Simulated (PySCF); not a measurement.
CH₅GaO₂, SMILES C[O][GaH][OH].

The structure is a stationary point at PBE-D3(BJ)/def2-SVP. The structure was generated by enumeration; whether it is a known compound was not checked. One conformer was computed; it need not be the lowest.

Calculation: PBE-D3(BJ)/def2-SVP (PySCF).

Frequencies are harmonic and unscaled.

Computed harmonic wavenumbers and intensities:
```
mode  ν (cm⁻¹)  IR (km/mol)  Raman (Å⁴/amu)  depolarisation  moving atoms (share of kinetic energy)
----  --------  -----------  --------------  --------------  --------------------------------------
1           70          0.0             0.1            0.75                                  H 94 %
2          127          6.4             1.4            0.69                  O 46 %, C 28 %, H 21 %
3          138         23.2             0.6            0.75                  O 62 %, H 20 %, C 11 %
4          270          9.1             1.9            0.17         O 44 %, Ga 22 %, C 18 %, H 16 %
5          331         66.3             1.2            0.75                                  H 93 %
6          440         51.5             2.2            0.75                                  H 90 %
7          565         99.6            11.5            0.74                                  H 94 %
8          606         39.4            16.9            0.12          O 61 %, Ga 18 %, C 12 %, H 9 %
9          673         65.8             7.8            0.27                         O 77 %, Ga 20 %
10         793         77.2             1.9            0.75                                  H 91 %
11        1095        189.1             8.1            0.54                  O 47 %, C 41 %, H 12 %
12        1135          0.0             1.2            0.75                          H 77 %, C 19 %
13        1160         13.7             3.7            0.14                  H 65 %, C 21 %, O 14 %
14        1420         22.4            11.2            0.60                          H 88 %, C 10 %
15        1420          0.9            20.2            0.75                                  H 96 %
16        1423          4.0            30.3            0.72                                  H 97 %
17        1978         94.3           167.0            0.20                                  H 99 %
18        2915        102.6           188.6            0.02                                  H 98 %
19        2991         41.0           151.6            0.75                          H 90 %, C 10 %
20        3001         28.5            75.2            0.63                          H 90 %, C 10 %
21        3742         52.0           125.7            0.27                                  H 94 %
```
